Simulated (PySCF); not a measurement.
Input for PySCF: U-HF/LANL2DZ on hydrogen telluride (SMILES [TeH2]), a point of a bond scan (R = 1.993 Å).

```python
from pyscf import gto, scf, dft, mp
from pyscf.data.elements import chemcore

mol = gto.M(
    atom='''
    Te    0.00005303    0.04331076    0.00164716
    H    -1.41651361   -1.35840206   -0.04708333
    H     1.17766186   -1.12737630   -0.04669061
    ''',
    basis='lanl2dz',
    ecp={'Te': 'lanl2dz'},
    charge=0, spin=0, verbose=3, max_memory=1800)
mf = scf.UHF(mol)
mf.conv_tol = 1e-8
mf.max_cycle = 100
mf.init_guess_breaksym = True
mf.kernel()
if not mf.converged:
    mf = mf.newton().run(mf.mo_coeff, mf.mo_occ)
for _ in range(4):
    mo, _, stable, _ = mf.stability(return_status=True)
    if stable:
        break
    mf.kernel(mf.make_rdm1(mo, mf.mo_occ))
```

Q: Give the final energy of this run.

A: -8.9553 hartree.
